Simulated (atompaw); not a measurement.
LDA (PW92) PAW (atompaw) dataset for Au (Z = 79), scalar-relativistic all-electron reference.

atompaw 4.2.0.5 input, output lines left out:

```
Au 79
LDA-PW scalarrelativistic loggrid 2001 logderivrange -11 5 401
6 6 5 4 0 0
6 0 0
6 1 0
0 0 0
c
c
c
c
v
v
c
c
c
v
v
c
c
v
v
3
2.20 1.65 2.20 1.20
n
n
y
2.7
n
y
-5.4
n
custom polynom vanderbiltortho sinc
bessel
1.50
2.20
1.35
2.20
2.20
2.20
0.70
0.70
```

Question: Estimate the cutoffs (Ry, on a coarse ladder) from which the occupation-weighted sum of valence levels, in a spherical-Bessel basis at the reference potential, stays within 10 and 1 mRy of its value at 400 Ry.

Answer: over 300 Ry and over 300 Ry.

Question: What does a ghost test show?

Answer: No extra level below or beside the all-electron valence levels (s, p, d, f tested).

Question: Is the overlap operator S = 1 + Σ q|β⟩⟨β| positive definite (Bessel basis up to 400 Ry)?

Answer: Yes: its lowest eigenvalue is 0.43 (s channel).

Question: Which valence shell sets the plane-wave cutoff?

Answer: 4f: its level needs over 300 Ry to come within 1 mRy, against 55 Ry for 5p.
